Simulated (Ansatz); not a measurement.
Reaction (hydrogen abstraction from a K–H bond): `[KH]` + H• → K• + H₂

Program: Ansatz. Geometries: PBE0-D4/def2-TZVP. ΔE: electronic, gas phase. CCSD(T)/CBS is the MP2 limit (def2-TZVPP, def2-QZVPP) plus CCSD(T) − MP2 in def2-TZVPP, frozen cores. This one scheme is used for every species, atoms too. Functionals use def2-TZVPP. No spin–orbit coupling; open shells (•) take unrestricted orbitals. Bonds to K are less sure, by a few kJ/mol each and by 10 to 20 or more in all where they break to atoms, as the def2 sets lack core-valence functions. Scalar relativity is left out up to krypton.

| level | ΔE (kJ/mol) |
| --- | --- |
| PBE-D4 | -269.3 |
| PBE-QIDH | -283.7 |
| HF/def2-QZVPP | -268.2 |
| CCSD(T)/def2-QZVPP | -283.8 |

(1) What does CCSD(T)/CBS give? (Estimate.)

Largest T1 diagnostic among the species: 0.017.

Answers

(1) Ansatz gave: -280.4 kJ/mol. The listed levels differ from it by 11.1, -3.3, 12.2, -3.4 kJ/mol.

From r2SCAN to r2SCAN0 (25 % exact exchange), in def2-TZVPP and without D4, ΔE moves by −3.3 kJ/mol. Leaving LDA and LC-ωPBE aside and taking each functional with its dispersion term where it has one, the values, not all of them listed here, spread over 27.5 kJ/mol, from B2PLYP to B97M-V. LDA lies −10.0 kJ/mol from PBE without D4. In def2-TZVPP, CCSD(T) changes the Hartree–Fock value by −19.4 kJ/mol (the triples alone add +0.9 kJ/mol) and MP2 by −21.4 kJ/mol.
